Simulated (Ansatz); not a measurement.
H₄Si, triplet, geometry from GFN2-xTB (a higher spin typed on purpose: for a closed-shell molecule this is an excited state); B3LYP/cc-pVTZ in Ansatz (an electronic-structure program).

Here is a job for Ansatz.
Ansatz 0.2 input:
```yaml
crystal:
  periodic: [false, false, false]
  atoms:
    - {symbol: Si, position_ang: [-0.00000000, -0.00000000, -0.00000000]}
    - {symbol: H, position_ang: [0.21636537, 1.47416717, -0.01722191]}
    - {symbol: H, position_ang: [-1.34501321, 0.20450964, 0.60777848]}
    - {symbol: H, position_ang: [1.34501321, -0.20450964, -0.60777848]}
    - {symbol: H, position_ang: [-0.21636537, -1.47416717, 0.01722191]}
basis:
  gaussian:
    orbitals: cc-pVTZ
hamiltonian:
  xc: b3lyp
magnetization: {spin_polarized: true, initial_magnetization: 2}
accuracy: high
```

It wrote (shortened):

```
Functional definition: B3LYP
1611 factors; integrals over basis functions are off by at most 3.5e-9 eV
mean field evaluation 1: about -7938.3337 eV, gradient 7.4e0 eV
mean field evaluation 2: about -7938.6582 eV, gradient 4.1e0 eV
mean field evaluation 4: about -7938.7680 eV, gradient 8.9e-1 eV
mean field evaluation 8: about -7938.7982 eV, gradient 2.6e-2 eV
mean field evaluation 16: about -7938.7982 eV, gradient 2.6e-6 eV
mean field -7938.79821372 eV, -291.7454532435 hartree, gradient 5.1e-8 eV, S^2 2.005009; 0 other end points of the search recorded, 0 dependent functions left out
reference -7938.79824844 eV, -291.7454545193 hartree; 10, 8 occupied and 80, 82 virtual orbitals, 1611 factors
Total energy: -7938.79824844 eV, -291.7454545193 hartree
```
